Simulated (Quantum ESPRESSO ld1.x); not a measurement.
Problem. The mean radii <r> (bohr) of the occupied orbitals of an atom or ion are listed with their occupations. Method: Dirac Kohn-Sham, PBE, spin-unpolarised, spherical densities, point nucleus; computed with ld1.x of Quantum ESPRESSO 7.5.

orbital  occ.      <r>
1s1/2       2  0.02611
2s1/2       2   0.1117
2p1/2       2  0.09403
2p3/2       4  0.09992
3s1/2       2   0.2985
3p1/2       2   0.2885
3p3/2       4   0.3002
3d3/2       4   0.2710
3d5/2       6   0.2747
4s1/2       2   0.6866
4p1/2       2   0.7092
4p3/2       4   0.7347
4d3/2       4   0.7983
4d5/2       4   0.8071
5s1/2       2    1.532
5p1/2       2    1.664
5p3/2       1    1.718
6p1/2       2    3.417

Name the element and its charge. Open shells, if any, fill j = l - 1/2 first.

Solution. Z = 55, caesium, charge +4: Cs4+ in [Kr] 4d8 5s2 5p3 6p2. The 1s radius gives Z: for a bare nucleus <r> = (2 gamma + 1)/(2Z) with gamma = sqrt(1 - (Z/c)^2), 0.02574 bohr for Z = 55, and screening makes it slightly larger (0.02611 here). The occupations add up to 51, and the charge is Z minus that.
